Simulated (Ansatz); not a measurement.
BiF₂ (SMILES [F][Bi+][F]), charge +1, singlet, at a GFN2-xTB geometry (such geometries of metal compounds can be far from the true shape) (core potentials on Bi); PBE0/def2-SVPD in Ansatz (a quantum-chemistry and plane-wave program).

Input for Ansatz:
Ansatz 0.2 input:
```yaml
crystal:
  periodic: [false, false, false]
  atoms:
    - {symbol: Bi, position_ang: [0.21401065, 0.09550529, 0.08737795]}
    - {symbol: F, position_ang: [-1.10376564, 0.60339354, -1.25736162]}
    - {symbol: F, position_ang: [-0.86988811, -1.48416454, 0.45154277]}
basis:
  gaussian:
    orbitals: def2-SVPD
hamiltonian:
  xc: pbe0
total_charge: 1
```

Output, abridged:

```
Functional definition: PBE0
762 factors; their error is unknown
mean field evaluation 1: about -11237.5906 eV, gradient 1.0e2 eV
mean field evaluation 2: about -11042.5118 eV, gradient 3.0e2 eV
mean field evaluation 4: about -11257.0283 eV, gradient 8.3e0 eV
mean field evaluation 8: about -11257.3636 eV, gradient 2.3e-1 eV
mean field evaluation 16: about -11257.3637 eV, gradient 1.5e-5 eV
mean field -11257.36369881 eV, -413.7004854161 hartree, gradient 1.5e-5 eV, S^2 0.000000; 0 other end points of the search recorded, 0 dependent functions left out
reference -11257.36372630 eV, -413.7004864264 hartree; 20, 20 occupied and 58, 58 virtual orbitals, 762 factors
Total energy: -11257.36372630 eV, -413.7004864264 hartree
```
